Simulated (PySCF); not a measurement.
Species: N-methyldiacetamide, C5H9NO2.
Bonds: C1–C2, C2–O3 (double), C2–N4, N4–C5, N4–C6, C6–C7, C6–O8 (double). Hydrogens: H9, H10, H11 on C1; H12, H13, H14 on C5; H15, H16, H17 on C7.

Level: CAM-B3LYP/def2-SVPD in PySCF, non-relativistic, on one gas-phase PBE0-D3(BJ)/def2-SVP geometry that isn't relaxed in the solvent. The solvent is an IEF-PCM continuum (cavity from Bondi-type radii × 1.2). Only the electrostatic response of the medium enters.

Gas phase at CAM-B3LYP/def2-SVPD: HOMO -9.29 eV, LUMO 0.34 eV, dipole 3.06 D.

Q: What does the continuum do to the energy, the frontier levels and the dipole at CAM-B3LYP/def2-SVPD in benzene and chloroform?

A: 
| solvent | ε | E(solvent) − E(gas) (kcal/mol) | polarisation term (kcal/mol) | distortion of the solute (kcal/mol) | HOMO (eV) | LUMO (eV) | dipole (D) |
| --- | --- | --- | --- | --- | --- | --- | --- |
| benzene | 2.271 | -3.73 | -4.05 | 0.32 | -9.30 | 0.36 | 3.51 |
| chloroform | 4.711 | -5.95 | -6.78 | 0.83 | -9.31 | 0.36 | 3.79 |

Polarisation term: ½ Σ q·V over the induced surface charges. Distortion: the rise of the solute's own energy as its density leaves the gas-phase optimum. The atom shares or the degeneracy of the HOMO differ from the gas phase in chloroform, so that column needn't follow one orbital. From benzene to chloroform the lowering changes by a factor 1.59, Onsager's factor (ε − 1)/(2ε + 1) by 1.55 and ε itself by 2.1.

Q: Which radius a makes the point-dipole formula ΔE = −[(ε − 1)/(2ε + 1)]·μ²/a³ give the value in chloroform, with the gas-phase dipole?

A: μ = 1.203 au and |ΔE| = 0.00948 Eh give a = 2.00 Å; the farthest nucleus lies 3.40 Å from the centroid of the nuclei, so such a sphere wouldn't even hold the nuclei. The formula assumes a rigid point dipole at the centre of a sphere.

Q: How does the static polarisability (CAM-B3LYP/def2-SVPD, frozen core, with the continuum's full static response) change?

A: 
| medium | isotropic (au) | principal values (au) | ⟨r²⟩ of the electrons (bohr²) |
| --- | --- | --- | --- |
| gas | 74.7 | 53.9, 81.6, 88.6 | 1007.4 |
| benzene | 84.7 | 60.6, 92.7, 100.9 | 1007.6 |
| chloroform | 91.5 | 66.1, 99.6, 108.9 | 1007.7 |

The isotropic value in chloroform is 1.23 times the gas-phase one; no cavity-field correction is applied. ⟨r²⟩ is taken about the centre of nuclear charge.

On an AMD EPYC 9R14 with one thread, no GPU, on a shared host, this took 33 s of wall time and 1.2 GiB of memory at its peak. This is the whole response run at CAM-B3LYP/def2-SVPD in chloroform, SCF included.

The values belong to the conformer `[CH3:1][C:2](=[O:3])[N:4]([CH3:5])[C:6]([CH3:7])=[O:8]`: C1–C2–N4–C5 1°, C2–N4–C6–C7 1°.
